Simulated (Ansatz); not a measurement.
`N[SiH](F)F` + `[SiH3]`• → `[NH][SiH](F)F`• + SiH₄  (hydrogen abstraction from the N–H bond)

Program: Ansatz. Geometries: PBE0-D4/def2-TZVP. ΔE: electronic, gas phase. CBS: MP2 limit from def2 TZ/QZ plus the TZ coupled-cluster correction, frozen cores. This one scheme is used for every species. Functionals use def2-TZVPP. Open shells (•) are unrestricted, without spin–orbit coupling. One conformer a species, not always the lowest.

(1) Is it downhill or uphill in electronic energy at CCSD(T)/CBS, and by how much? (Estimate.)

(2) What do these levels give: CAM-B3LYP-D4, LC-ωPBE, MP2/def2-SVP, MP2/def2-TZVPP, CCSD/def2-TZVPP, CCSD(T)/def2-TZVPP? (Best estimate.)

(3) What do rigid-rotor, harmonic-oscillator terms from PBE0-D4/def2-TZVP frequencies (298.15 K, 1 bar) make of the CCSD(T)/CBS value? (An estimate is asked.)

Largest T1 diagnostic among the species: 0.015.

Answers

(1) The calculation gave: Uphill: ΔE = +1.13 eV.

(2) Ansatz gave: CAM-B3LYP-D4 1.07, LC-ωPBE 1.17, MP2/def2-SVP 1.29, MP2/def2-TZVPP 1.30, CCSD/def2-TZVPP 1.04, CCSD(T)/def2-TZVPP 1.08 eV.

(3) Computed: ΔZPE = -0.10 eV, ΔH = +1.02 eV, ΔS = -12 J/(mol·K), ΔG = +1.05 eV. Open shells count their whole term as degenerate.

From PBE to PBE0 (25 % exact exchange), in def2-TZVPP and without D4, ΔE moves by −0.03 eV. In def2-TZVPP, CCSD(T) changes the Hartree–Fock value by +0.43 eV (the triples alone add +0.04 eV) and MP2 by +0.64 eV. Leaving LDA and LC-ωPBE aside and taking each functional with its dispersion term where it has one, the values, not all of them listed here, spread over 0.24 eV, from BHLYP-D4 to PBE-D4. LDA lies +0.29 eV from PBE without D4.
